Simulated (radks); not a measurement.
Ca3+, configuration [Ne] 3s2 3p5. Calculated with a radial shooting solver on a logarithmic mesh with Libxc functionals: non-relativistic Kohn-Sham, Slater X-alpha with alpha = 0.596, spin-polarised, spherical densities, point nucleus; open shells are filled with parallel spins first. Some entries of the table are withheld. Estimate them.

| orbital | occ. | eigenvalue (Ry) | r(max) (bohr) | <r> (bohr) |
|---|---|---|---|---|
| 1s up | 1 | -289.1141 | 0.05098 | 0.07765 |
| 1s down | 1 | -289.0910 | 0.05098 | 0.07765 |
| 2s up | 1 | -32.18704 | (1) | 0.3691 |
| 2s down | 1 | -32.16211 | (2) | 0.3690 |
| 2p up | 3 | -26.65905 | 0.2480 | (3) |
| 2p down | 3 | -26.62871 | 0.2481 | (4) |
| 3s up | 1 | (5) | 0.9913 | 1.139 |
| 3s down | 1 | (6) | 0.9916 | 1.142 |
| 3p up | 3 | -4.18629 | 1.032 | 1.220 |
| 3p down | 2 | -4.08744 | 1.033 | 1.226 |

Answer. 
(1) 2s up r(max) (bohr): 0.3036
(2) 2s down r(max) (bohr): 0.3037
(3) 2p up <r> (bohr): 0.3304
(4) 2p down <r> (bohr): 0.3303
(5) 3s up eigenvalue (Ry): -5.56951
(6) 3s down eigenvalue (Ry): -5.46626
